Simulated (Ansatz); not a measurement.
`C[SiH2]C(=O)O` + CH₃OH → `COC(=O)O` + `C[SiH3]`  (substitution at a C–Si bond)

Computed with Ansatz on PBE0-D4/def2-TZVP structures; ΔE is electronic, products minus reactants. CBS: MP2 limit from def2 TZ/QZ plus the TZ coupled-cluster correction, frozen cores. This one scheme is used for every species. Functionals use def2-TZVPP. B3LYP here is the variant with VWN-RPA as its local correlation; programs differ in this. One conformer a species, not always the lowest.

CCSD(T)/CBS gives -20.9 kJ/mol.

(1) Another level gave -31.6 kJ/mol. Which?
A. B97M-V/def2-TZVPP
B. B3LYP-D4/def2-TZVPP
C. CAM-B3LYP-D4/def2-TZVPP
D. HF/def2-TZVPP

Largest T1 diagnostic among the species: 0.015.

Answers

(1) C. CAM-B3LYP-D4 -31.6, B3LYP-D4 -25.0, B97M-V -36.8, HF/def2-TZVPP -48.5 kJ/mol.

Leaving LDA and LC-ωPBE aside and taking each functional with its dispersion term where it has one, the values, not all of them listed here, spread over 18.7 kJ/mol, from B97M-V to BLYP-D4. LDA lies −14.5 kJ/mol from PBE without D4. In def2-TZVPP, CCSD(T) changes the Hartree–Fock value by +20.8 kJ/mol (the triples alone add +2.1 kJ/mol) and MP2 by +22.1 kJ/mol.
